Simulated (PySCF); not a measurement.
**Nuclear quadrupole coupling in `C[C@@]1(F)C[C@H](F)CCCO1`**

Species: C7H12F2O.
Z-matrix (Å and degrees, GFN2-xTB geometry), rows numbered from 1:
```
C 
C   1  1.5231
F   2  1.4089  1  107.26
C   2  1.5384  1  112.74  3   115.89
C   4  1.5265  2  112.60  1    90.89
F   5  1.3862  4  107.95  2  -153.96
C   5  1.5262  4  113.65  2    86.04
C   7  1.5255  5  112.16  4   -74.51
C   8  1.5287  7  113.25  5    54.49
O   2  1.3758  1  107.61  3  -115.65
H   1  1.0861  2  109.54  3   -51.02
H   1  1.0864  2  108.93  3    68.73
H   1  1.0853  2  109.74  3  -171.75
H   4  1.0921  2  109.30  1  -146.65
H   4  1.0912  2  108.66  1   -29.59
H   5  1.0981  4  110.59  2   -38.95
H   7  1.0919  5  108.09  4   164.76
H   7  1.0924  5  108.97  4    47.90
H   8  1.0906  7  109.15  5   175.63
H   8  1.0916  7  109.63  5   -65.90
H   9  1.0939  8  111.43  7    51.99
H   9  1.0933  8  109.45  7   171.86
```

Field gradients from the PBE0/pcSseg-1 density (PySCF, non-relativistic), principal values in atomic units, ordered |Vxx| ≤ |Vyy| ≤ |Vzz|:

```
atom      Vxx      Vyy     Vzz
 O10  -0.1804  -1.7673  1.9477
```

Question: Find the asymmetry η = (Vxx − Vyy)/Vzz and the couplings χ = eQV/h (234.96 MHz × Q in barn × V in au), with Q(17O) = −0.0256 b.

Answer: 
```json
{"atom": "O10", "environment": "cyclic ether oxygen", "nucleus": "17O", "η": "0.81", "χzz (MHz)": "-11.72", "χxx (MHz)": "1.08", "χyy (MHz)": "10.63"}
```

Question: What is Vzz at O10 in SI units (1 au = 9.71736 × 10²¹ V/m²)?

Answer: 1.9477 au = 18.926 × 10²¹ V/m².

Question: And the gradient at the other heavy atoms, for which no coupling is worked out here?

Answer: 
```tsv
atom	environment	Vzz (au)	η
C1	methyl carbon	0.090	0.38
C2	sp3 C–F carbon	0.451	0.93
F3	alkyl fluorine	2.840	0.07
C4	ring CH2 carbon	-0.078	0.30
C5	sp3 C–F carbon	0.533	0.11
F6	alkyl fluorine	3.023	0.00
C7	ring CH2 carbon	-0.064	0.50
C8	ring CH2 carbon	-0.054	0.61
C9	sp3 carbon bound to oxygen	0.418	0.18
```

Question: What couplings would deuterons (Q(2H) = 0.00286 b) have in place of the hydrogens, at this geometry?

Answer: 
```
atom  bonded to  bond length (Å)  Vzz (au)     η  χzz (kHz)
 H11         C1            1.086    0.3145  0.03        211
 H12         C1            1.086    0.3142  0.02        211
 H13         C1            1.085    0.3172  0.04        213
 H14         C4            1.092    0.2997  0.01        201
 H15         C4            1.091    0.3011  0.02        202
 H16         C5            1.098    0.2800  0.04        188
 H17         C7            1.092    0.3022  0.02        203
 H18         C7            1.092    0.3007  0.02        202
 H19         C8            1.091    0.3063  0.03        206
 H20         C8            1.092    0.3021  0.03        203
 H21         C9            1.094    0.2897  0.07        195
 H22         C9            1.093    0.2938  0.06        197
```

Geometry: GFN2-xTB, one conformer, isolated molecule. GFN2-xTB bond lengths can be off by several hundredths of an ångström, more for odd bonds, and the gradients follow them. With so small a basis the couplings can be 20 % off.

These values come from a run that also computed NMR shieldings. Time: 54 s of wall time; peak memory 1.1 GiB. Hardware: one thread, Arm Neoverse V1 (aarch64), shared host.
